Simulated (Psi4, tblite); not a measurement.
Interaction energy of C4H4O ··· C4H5N (SMILES c1ccoc1 and c1cc[nH]c1). Monomers: optimised at B3LYP-D3(BJ) (def2-TZVP), held rigid. Orientation: lowest of the rigid-body minima from ten starts at GFN2-xTB. Only R, the distance of the centres of mass, is varied, so the lowest point isn't the relaxed dimer.

Methods: GFN2-xTB (tblite); SAPT0/jun-cc-pVDZ, frozen core (Psi4).

Interaction energies in kJ/mol; the last columns give the difference from SAPT0:

```
R / Å  GFN2-xTB  SAPT0/jun-cc-pVDZ  GFN2-xTB − SAPT0/jun-cc-pVDZ
-----  --------  -----------------  ----------------------------
2.81      16.31              57.16                        -40.85
3.00      -4.24              20.08                        -24.32
3.26     -13.46              -1.85                        -11.61
3.44     -14.48              -7.22                         -7.27
3.64     -13.66              -8.88                         -4.77
3.84     -12.04              -8.51                         -3.52
4.13      -9.42              -6.85                         -2.57
4.45      -6.83              -4.97                         -1.86
4.95      -3.88              -2.89                         -0.99
5.64      -1.64              -1.42                         -0.22
6.65      -0.36              -0.61                          0.25
7.92       0.07              -0.29                          0.36
```

GFN2-xTB is furthest from SAPT0/jun-cc-pVDZ at 2.81 (-40.85 kJ/mol, below); its mean absolute difference over the points is 8.22 kJ/mol.
